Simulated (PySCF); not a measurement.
**FeCl3: what the settings change**

FeCl3: Fe(III) (d5), charge 0. The structure is a PBE0-D3(BJ)/def2-TZVP geometry optimised for multiplicity 6; coordination trigonal planar, point group D3h, metal–donor distances 2.13 Å.

```
4

Fe    0.0000    0.0000    0.0000
Cl    2.1286    0.0000    0.0000
Cl   -1.0643    1.8434    0.0000
Cl   -1.0643   -1.8434    0.0000
```

Method (PySCF 2.14, density fitting): CASSCF(5,5) with orbitals averaged over all microstates of the shell, strongly contracted NEVPT2 on the averaged canonical orbitals; basis x2c-TZVPall on the metal, x2c-SVPall elsewhere; spin-free X2C; gas phase; spin-orbit coupling by state interaction with the mean-field operator over all roots.

Base run: NEVPT2 ground state 6A1', next 4E' at 19865, then 4A2'' at 20582 cm⁻¹, B(CASSCF) 1064, ζ 394 cm⁻¹, D -0.61 cm⁻¹, g 2.002 2.002 2.002, μeff(300 K) 5.92 μB.

What happens with the basis x2c-TZVPall on all atoms?

NEVPT2 ground state 6A1', next 4E' at 20062, then 4A2'' at 20709 cm⁻¹, B(CASSCF) 1068, ζ 394 cm⁻¹, D -0.61 cm⁻¹, g 2.002 2.002 2.002, μeff(300 K) 5.92 μB. It took 12 s against 9.5 s on a shared host of the same kind.

What happens with orbitals averaged over the highest spin alone?

NEVPT2 ground state 6A1', next 4A2'' at 23749, then 4E' at 23811 cm⁻¹, B(CASSCF) 1164, ζ 430 cm⁻¹, D -0.37 cm⁻¹, g 2.002 2.002 2.002, μeff(300 K) 5.92 μB.

Charge-transfer states lie outside this active space and may come lower than some of these levels. NEVPT2 on the d shell alone tends to put d–d bands too high for such charged or covalently bound ions.
